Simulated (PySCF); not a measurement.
PySCF input (MN15/def2-TZVPD):

```python
from pyscf import gto, scf, dft

mol = gto.M(
    atom='''
    Ge    0.45031041    0.44393230   -0.32386016
    O    -0.85024685    1.29591660   -0.93438139
    Cl   -0.44752695   -1.44548037    1.04932800
    ''',
    basis='def2-tzvpd',
    charge=-1,
    spin=0,
    verbose=4,
)

mf = dft.RKS(mol, xc='mn15').density_fit(auxbasis='def2-universal-jkfit')
mf.grids.level = 4
mf.conv_tol = 1e-9
mf.max_cycle = 100
mf.max_memory = 1500
mf.kernel()
if not mf.converged:
    mf = mf.newton()
    mf.kernel(mf.make_rdm1())
mf.analyze()
```

Output:

```
PySCF version 2.14.0

[INPUT] verbose = 4
[INPUT] num. atoms = 3
[INPUT] num. electrons = 58
[INPUT] charge = -1
[INPUT] spin (= nelec alpha-beta = 2S) = 0
[INPUT] symmetry False subgroup None
[INPUT] Mole.unit = angstrom
[INPUT] Symbol           X                Y                Z      unit          X                Y                Z       unit  Magmom
[INPUT]  1 Ge     0.450310410000   0.443932300000  -0.323860160000 AA    0.850963345941   0.838910464848  -0.612007005058 Bohr   0.0
[INPUT]  2 O     -0.850246850000   1.295916600000  -0.934381390000 AA   -1.606733684774   2.448927454278  -1.765724922990 Bohr   0.0
[INPUT]  3 Cl    -0.447526950000  -1.445480370000   1.049328000000 AA   -0.845703368862  -2.731562017735   1.982942534838 Bohr   0.0

nuclear repulsion = 217.263527868013
number of shells = 48
number of NR pGTOs = 233
number of NR cGTOs = 140
basis = def2-tzvpd
ecp = {}

******** <class 'pyscf.df.df_jk.DFRKS'> ********
method = DFRKS
initial guess = minao
damping factor = 0
level_shift factor = 0
DIIS = <class 'pyscf.scf.diis.CDIIS'>
diis_start_cycle = 1
diis_space = 8
diis_damp = 0
SCF conv_tol = 1e-09
SCF conv_tol_grad = None
SCF max_cycles = 100
direct_scf = False
XC library pyscf.dft.libxc version 7.1.2
    S. Lehtola, C. Steigemann, M. J. T. Oliveira, and M. A. L. Marques,  SoftwareX 7, 1–5 (2018)
XC functionals = mn15
    H. S. Yu, X. He, S. L. Li, and D. G. Truhlar,  Chem. Sci. 7, 5032–5051 (2016)
    H. S. Yu, X. He, S. L. Li, and D. G. Truhlar,  Chem. Sci. 7, 5032–5051 (2016)
radial grids:
    Treutler-Ahlrichs [JCP 102, 346 (1995); DOI:10.1063/1.469408] (M4) radial grids

becke partition: Becke, JCP 88, 2547 (1988); DOI:10.1063/1.454033
pruning grids: <function nwchem_prune>
grids dens level: 4
symmetrized grids: False
atomic radii adjust function: <function treutler_atomic_radii_adjust>
small_rho_cutoff = 0
Set gradient conv threshold to 3.16228e-05
Initial guess from minao.
tot grids = 87136
******** <class 'pyscf.df.df.DF'> ********
auxbasis = def2-universal-jkfit
init E= -2611.80240507029
  HOMO = -0.282036226622026  LUMO = -0.0814400841109517  gap/eV = 5.45850
cycle= 1 E= -2612.37263298101  delta_E= -0.57  |g|= 1.48  |ddm|= 1.61
  HOMO = 0.0989509394111831  LUMO = 0.189128622812402  gap/eV = 2.45386
cycle= 2 E= -2609.07053039986  delta_E=  3.3  |g|= 3.67  |ddm|= 3.02
  HOMO = -0.0589441513009285  LUMO = 0.117142998739517  gap/eV = 4.79158
cycle= 3 E= -2612.61449538962  delta_E= -3.54  |g|= 0.738  |ddm|= 2.81
[...]
cycle= 13 E= -2612.73757168642  delta_E= -4.91e-11  |g|= 5.21e-06  |ddm|= 3.67e-05
  HOMO = -0.0958786533779114  LUMO = 0.126939760628275  gap/eV = 6.06320
Extra cycle  E= -2612.73757168644  delta_E= -1.82e-11  |g|= 6.77e-06  |ddm|= 8.99e-06
converged SCF energy = -2612.73757168644
**** SCF Summaries ****
Total Energy =                       -2612.737571686442607
Nuclear Repulsion Energy =             217.263527868012943
One-electron Energy =                -4078.933307661352956
Two-electron Energy =                 1248.932208106897633
Two-electron Coulomb Energy =         1365.087324615783928
DFT Exchange-Correlation Energy =     -116.155116508886380
HOMO-LUMO gap [eV] =                     6.063197875886517
**** MO energy ****
MO #1   energy= -396.024977184058  occ= 2
MO #2   energy= -100.109032918798  occ= 2
MO #3   energy= -48.5513245564849  occ= 2
MO #4   energy= -43.8175735370879  occ= 2
MO #5   energy= -43.8165506638078  occ= 2
MO #6   energy= -43.8127938481287  occ= 2
MO #7   energy= -18.5941806430136  occ= 2
MO #8   energy= -8.93193634574821  occ= 2
MO #9   energy= -6.94660563411845  occ= 2
MO #10  energy= -6.94392152706019  occ= 2
MO #11  energy= -6.94285901592303  occ= 2
MO #12  energy= -5.75961238774042  occ= 2
MO #13  energy= -4.15990147457357  occ= 2
MO #14  energy= -4.15835864919474  occ= 2
MO #15  energy= -4.14671179175588  occ= 2
MO #16  energy= -1.1097452081868   occ= 2
MO #17  energy= -1.10948225780938  occ= 2
MO #18  energy= -1.10597112060568  occ= 2
MO #19  energy= -1.10114995127613  occ= 2
MO #20  energy= -1.09977948790785  occ= 2
MO #21  energy= -0.742118644019804 occ= 2
MO #22  energy= -0.607510896942046 occ= 2
MO #23  energy= -0.303185225578133 occ= 2
MO #24  energy= -0.192340186104619 occ= 2
MO #25  energy= -0.166223224062142 occ= 2
MO #26  energy= -0.165297065074807 occ= 2
MO #27  energy= -0.140686948934531 occ= 2
MO #28  energy= -0.136057529823986 occ= 2
MO #29  energy= -0.0958786533779114 occ= 2
MO #30  energy= 0.126939760628275  occ= 0
MO #31  energy= 0.170656925250991  occ= 0
MO #32  energy= 0.190529916462209  occ= 0
MO #33  energy= 0.201906096673903  occ= 0
MO #34  energy= 0.221181626376898  occ= 0
MO #35  energy= 0.228439850740621  occ= 0
MO #36  energy= 0.244485850417453  occ= 0
MO #37  energy= 0.2616590503211    occ= 0
MO #38  energy= 0.272756053846186  occ= 0
MO #39  energy= 0.278283275748831  occ= 0
MO #40  energy= 0.292095191740961  occ= 0
MO #41  energy= 0.318007104005489  occ= 0
MO #42  energy= 0.321064157524085  occ= 0
MO #43  energy= 0.330321099369349  occ= 0
MO #44  energy= 0.364042475666821  occ= 0
MO #45  energy= 0.37326942106667   occ= 0
MO #46  energy= 0.411303934107922  occ= 0
MO #47  energy= 0.422019256607067  occ= 0
MO #48  energy= 0.433346421943915  occ= 0
MO #49  energy= 0.447465207896673  occ= 0
MO #50  energy= 0.449231412195477  occ= 0
MO #51  energy= 0.46028149849739   occ= 0
MO #52  energy= 0.54891233793812   occ= 0
MO #53  energy= 0.558456614488232  occ= 0
MO #54  energy= 0.55928262695581   occ= 0
MO #55  energy= 0.578915511828859  occ= 0
MO #56  energy= 0.617571179044145  occ= 0
MO #57  energy= 0.622215823947101  occ= 0
MO #58  energy= 0.630732421796568  occ= 0
MO #59  energy= 0.638304592261171  occ= 0
MO #60  energy= 0.648975824006799  occ= 0
MO #61  energy= 0.690641737332846  occ= 0
MO #62  energy= 0.7220859924233    occ= 0
MO #63  energy= 0.74177966112016   occ= 0
MO #64  energy= 0.763488780511648  occ= 0
MO #65  energy= 0.7744017566837    occ= 0
MO #66  energy= 0.803666266554222  occ= 0
MO #67  energy= 0.844600983335361  occ= 0
MO #68  energy= 0.848133136324418  occ= 0
MO #69  energy= 0.858265724483013  occ= 0
MO #70  energy= 0.87009450034378   occ= 0
MO #71  energy= 0.87099879418076   occ= 0
MO #72  energy= 0.896863281752608  occ= 0
MO #73  energy= 0.964978579396089  occ= 0
MO #74  energy= 0.970835725672863  occ= 0
MO #75  energy= 1.03381056681463   occ= 0
MO #76  energy= 1.06978179594801   occ= 0
MO #77  energy= 1.18746082832799   occ= 0
MO #78  energy= 1.21534851285963   occ= 0
MO #79  energy= 1.23441428764766   occ= 0
MO #80  energy= 1.24240110709604   occ= 0
MO #81  energy= 1.25581596921612   occ= 0
MO #82  energy= 1.28000668459186   occ= 0
MO #83  energy= 1.30464012360411   occ= 0
MO #84  energy= 1.33888959027226   occ= 0
MO #85  energy= 1.34352184474653   occ= 0
MO #86  energy= 1.36790950316774   occ= 0
MO #87  energy= 1.46131909388485   occ= 0
MO #88  energy= 1.4727494308523    occ= 0
MO #89  energy= 1.58754174607023   occ= 0
MO #90  energy= 1.71568477082437   occ= 0
MO #91  energy= 1.99164446009794   occ= 0
MO #92  energy= 2.00373007332399   occ= 0
MO #93  energy= 2.13217520556346   occ= 0
MO #94  energy= 2.13372379602074   occ= 0
MO #95  energy= 2.17319331416987   occ= 0
MO #96  energy= 2.19276761505137   occ= 0
MO #97  energy= 2.19876199552547   occ= 0
MO #98  energy= 2.24449016271695   occ= 0
MO #99  energy= 2.24824309893278   occ= 0
MO #100 energy= 2.29612952375387   occ= 0
MO #101 energy= 2.29715410727293   occ= 0
MO #102 energy= 2.30298617604591   occ= 0
MO #103 energy= 2.32232479492668   occ= 0
MO #104 energy= 2.36216752525479   occ= 0
MO #105 energy= 2.37683416548125   occ= 0
MO #106 energy= 2.43371524427324   occ= 0
MO #107 energy= 2.49440192812253   occ= 0
[...]
```
